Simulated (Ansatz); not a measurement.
The same ligand exchange along the group B, Al, Ga, In.

Calculated with Ansatz (gas phase, PBE0-D4/def2-TZVP geometries, no zero-point term in ΔE). CCSD(T)/CBS adds triple-zeta CCSD(T) − MP2 to the extrapolated MP2 energy (def2 sets, frozen cores). DFT in def2-TZVPP. B3LYP here is the variant with VWN-RPA as its local correlation; programs differ in this. def2 core potentials past Kr. For Ga, In, Se outer-core shells are correlated without core-valence functions, which leaves a few kJ/mol of doubt a bond. Scalar relativity is left out up to krypton. Each species was taken in one conformer, which may not be the lowest.

```tsv
reaction	ωB97X-V (eV)	ωB97M-V (eV)	CCSD/CBS(def2) (eV)	B3LYP-D4 (eV)	CCSD(T)/CBS(def2) (eV)
`BC[SiH2][SiH3]` + `OC(O)=[Se]` → `OC(=[Se])O[SiH3]` + `BC[SiH3]`	-0.82	-0.87	-0.89	-0.84	-0.87
`[AlH2][CH2][SiH2][SiH3]` + `OC(O)=[Se]` → `OC(=[Se])O[SiH3]` + `[AlH2][CH2][SiH3]`	-0.77	-0.80	-0.86	-0.81	-0.82
`[SiH3][SiH2][CH2][GaH2]` + `OC(O)=[Se]` → `OC(=[Se])O[SiH3]` + `[SiH3][CH2][GaH2]`	-0.81	-0.86	-0.87	-0.82	-0.86
`[SiH3][SiH2][CH2][InH2]` + `OC(O)=[Se]` → `OC(=[Se])O[SiH3]` + `[SiH3][CH2][InH2]`	-0.78	-0.82	-0.82	-0.81	-0.78
```

Largest T1 diagnostic: 0.016, for `OC(=[Se])O[SiH3]`.
